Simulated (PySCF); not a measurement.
Gas-phase reaction: 4 SnH3F + 3 C2F4 ⇌ 4 SnF4 + C5H8 (cyclic) + CH4

Method: PySCF energies (xtb for GFN2) plus ideal-gas RRHO corrections (1 bar). † marks an energy on the PBE0/def2-TZVP geometry and frequencies; other levels use their own. All species are closed-shell singlets. B3LYP is the form with VWN-RPA correlation. Sn: scalar-relativistic def2 core potential, no spin-orbit coupling. SnH3F: computed as isolated molecules; such fragments, hydroxides, amides, oligomers or adducts are transient or little studied in the gas. The harmonic model lacks anharmonicity and excited electronic states, which grow with temperature; levels with a mode under 35 cm⁻¹ are left out.

```csv
level,"ΔE electronic, kJ","ΔH°(298 K), kJ","ΔS°(298 K), J/K","ΔG°(1600 K), kJ"
B3LYP/def2-TZVP†,-1623,-1514,-180,-1201
BLYP/def2-TZVP†,-1617,-1507,-180,-1194
GFN2-xTB,-1024,-897,-65,-761
HF/def2-TZVP†,-1662,-1552,-180,-1240
ωB97M-V/def2-TZVP†,-1657,-1547,-180,-1234
ωB97X-V/def2-TZVP†,-1684,-1575,-180,-1262
```
ΔH° is lowest at ωB97X-V/def2-TZVP† and highest at GFN2-xTB. No reference value is set beside these.
